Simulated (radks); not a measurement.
Q: Method: scalar-relativistic Kohn-Sham, LDA (Slater exchange, Perdew-Wang correlation), spin-unpolarised, spherical densities, finite nucleus; Fermi nuclear charge, rms radius of each element as measured or else 0.836 A^(1/3) + 0.57 fm; computed with a radial shooting solver on a logarithmic mesh with Libxc functionals. Response by self-consistent Sternheimer equations with the Hartree and adiabatic LDA kernel, the relativistic mass of each level held fixed and spin-orbit coupling left out. For heavy and open-shell atoms this level of theory can miss by tens of per cent. Rank Cr2+, Cr3+, Cr+, Cr5+, Cr6+, Cr, Cr4+ (NIST ground configurations) by static dipole polarisability, largest first.

A: Cr 75.28, Cr+ 17.03, Cr2+ 4.951, Cr3+ 2.274, Cr4+ 1.384, Cr5+ 1.004, Cr6+ 0.8126 bohr^3.
